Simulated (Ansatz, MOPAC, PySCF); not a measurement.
Torsion C1–Sn2–S3–H7 in CH4SSn (SMILES [CH3][Sn][SH]); at each angle all else is relaxed with GFN2-xTB, and the levels are single points there.
Geometry at 180° (charge 0, multiplicity 1):
```xyz
7

C     -1.04920    -0.10227     0.02318
Sn     0.25534     1.72745    -0.15740
S      2.32260     0.45261     0.07962
H     -0.64402    -0.93516    -0.55223
H     -2.07226     0.07166    -0.31470
H     -1.10115    -0.42938     1.06356
H      3.18246     1.45936    -0.01401
```

On the grid 0° to 330°, 270° is the highest and 180° the lowest point at MP2/CBS(def2-TZVPP, def2-QZVPP) + ΔCCSD(T)/def2-TZVPP.

Cores are frozen in the correlated methods. Filled d and f shells under p-block atoms count as core. Rows in 3-21G carry no dispersion term and start afresh at each structure; the Pople sets are all-electron and without relativity. The state reached by PM7 isn't checked; PM7 holds dispersion and hydrogen-bond terms.

Run with Ansatz (a program for electronic structure); MOPAC for PM7 (differences of heats of formation); PySCF for 3-21G rows. Values without a source in brackets are computed. In def2 rows elements past Kr take small-core potentials, without spin–orbit coupling.

**Question.** One of these levels gives 10.18 kcal/mol for the energy at 270° less that at 180°. Which?
(A) PM7
(B) SCS-MP2/def2-TZVPP
(C) B3LYP/3-21G

**Answer.** B, SCS-MP2/def2-TZVPP. The others give 5.79 (PM7), 11.59 (B3LYP/3-21G)
